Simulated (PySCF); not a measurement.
**Simulated absorption spectrum**

Compound: C3H8O3Si.
Geometry (PBE0-D3(BJ)/def2-SVP, Å), atoms numbered from 1 in this order:
```xyz
15
C3H8O3Si angstrom
C     -4.037   -0.351    0.108
O     -2.674   -0.094   -0.071
Si    -1.592   -1.122   -0.777
O     -0.157   -0.199   -0.676
C      0.939   -0.782   -1.173
C      2.162    0.072   -1.059
O      0.897   -1.887   -1.656
H     -4.496    0.512    0.613
H     -4.215   -1.244    0.736
H     -4.563   -0.499   -0.854
H     -1.946   -1.369   -2.200
H     -1.459   -2.375    0.011
H      2.339    0.323   -0.004
H      1.999    1.020   -1.593
H      3.027   -0.455   -1.477
```

Method used: TDDFT CAM-B3LYP/def2-SVPD, vertical, gas phase, core orbitals frozen in the response (PySCF 2.14.0, density-fitted response routines).

Broadening: Gaussians 0.4 eV wide at half height, area fixed by f = 4.319×10⁻⁹ ∫ε dν̃. The width is an assumption, not a result. The curve ends short of the highest state used, and states not computed would add to its high-energy end.

| λ (nm) | ε (L mol⁻¹ cm⁻¹) |
| --- | --- |
| 154.6 | 4688 |
| 156.5 | 4353 |
| 158.3 | 4424 |
| 160.2 | 4054 |
| 162.0 | 3121 |
| 163.9 | 1985 |
| 165.8 | 1128 |
| 167.6 | 639 |
| 169.5 | 346 |
| 171.4 | 175 |
| 173.2 | 82 |
| 175.1 | 32 |
| 176.9 | 11 |
| 178.8 | 3 |
| 180.7 | 1 |
| 182.5 | 0 |
| 184.4 | 0 |
| 186.2 | 0 |
| 188.1 | 0 |
| 190.0 | 0 |
| 191.8 | 0 |
| 193.7 | 0 |
| 195.6 | 1 |
| 197.4 | 3 |
| 199.3 | 6 |
| 201.1 | 11 |
| 203.0 | 19 |
| 204.9 | 28 |
| 206.7 | 36 |
| 208.6 | 42 |
| 210.4 | 45 |
| 212.3 | 44 |
| 214.2 | 39 |
| 216.0 | 32 |
| 217.9 | 24 |
| 219.8 | 16 |
| 221.6 | 11 |
| 223.5 | 6 |
| 225.3 | 4 |
| 227.2 | 2 |
| 229.1 | 1 |
| 230.9 | 0 |
| 232.8 | 0 |
| 234.6 | 0 |

Question: Where are the band maxima, and which computed states make them?

Answer: 211 nm (5.88 eV), ε about 45, made up of S1 (100%); 158 nm (7.84 eV), ε about 4400, made up of S3 (22%) and S4 (64%) (hardly more than a shoulder) (ε in L mol⁻¹ cm⁻¹; maxima over ε = 5, shares over 10%). At its high-energy end, 8.02 eV, the curve is still rising (ε about 4700, from S4, S5 and S6). The states used: S1 5.88 eV (f 0.0007); S2 7.46 eV (f 0.0056); S3 7.76 eV (f 0.016); S4 7.80 eV (f 0.043); S5 8.12 eV (f 0.024); S6 8.28 eV (f 0.078); S7 8.43 eV (f 0.0010); S8 8.47 eV (f 0.022); S9 8.54 eV (f 0.052); S10 8.62 eV (f 0.0087).

Question: What would ε be at 7.84 eV, the highest of these maxima, with half the width (0.2 eV)?

Answer: About 6640 L mol⁻¹ cm⁻¹ against 4430, a factor of about 1.5; a lone state at its own centre would give exactly 2.

Question: Coming from long wavelengths, where does ε first pass 100 L mol⁻¹ cm⁻¹?

Answer: At about 173 nm (7.18 eV), 1.29 eV above S1.

Question: On this curve, what absorbance would a 10⁻³ mol/L sample give at 222 nm over a 1 cm path?

Answer: 222 nm is 5.585 eV, where ε is about 9.6 L mol⁻¹ cm⁻¹, so A = ε c l ≈ 0.0096 (Beer–Lambert, with the gas-phase spectrum and the assumed width).

Time: 5.0 min of wall time; peak memory 1.0 GiB. Hardware: Arm Neoverse V2, one thread, shared host with 32 logical CPUs at a one-minute load of 22.

One conformer stands for the species.
